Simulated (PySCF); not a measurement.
**Working with the constants of Pb₂⁺**

UHF-CCSD(T) constants of Pb₂⁺, ⁴Σg⁻ (quartet), unpaired electrons σ ↑, π ↑↑ (basis Pb aug-cc-pVDZ-PP with ECP60; scalar-relativistic core potentials; PySCF 2.14; masses 207.9766 and 207.9766 u):

```
ωe              : 114.2 cm⁻¹
ωexe            : 0.236 cm⁻¹
Be              : 0.0184 cm⁻¹
αe              : 4.82e-05 cm⁻¹
D (centrifugal) : 1.91e-09 cm⁻¹
De to Pb⁺ + Pb  : 2.26 eV
```

Give the vibrational terms G(v) and spacings up to v = 6.

G(v) = ωe(v+½) − ωexe(v+½)².

| v | G(v) (cm⁻¹) | G(v) − G(v−1) | Bv (cm⁻¹) |
| --- | --- | --- | --- |
| 0 | 57.0 |  | 0.01838 |
| 1 | 170.8 | 113.7 | 0.01833 |
| 2 | 284.0 | 113.3 | 0.01828 |
| 3 | 396.8 | 112.8 | 0.01823 |
| 4 | 509.1 | 112.3 | 0.01818 |
| 5 | 621.0 | 111.8 | 0.01813 |
| 6 | 732.3 | 111.4 | 0.01809 |

How well does the Morse estimate ωe²/(4ωexe) reproduce De, and what is D0?

It gives 1.71 eV, 76 % of the computed De. D0 = De − G(0) = 2.26 − 0.01 = 2.25 eV.

Correlated steps freeze 8 core orbitals. Correlated levels converge slowly with the basis: in double zeta they bind strong bonds too weakly, by up to about 1 eV, and carry superposition errors of some tenths. Spin–orbit coupling is left out, which matters for elements this heavy, above all for dissociation energies. The state is the lowest determinant that a PBE0 search found; another state may lie lower at other levels.
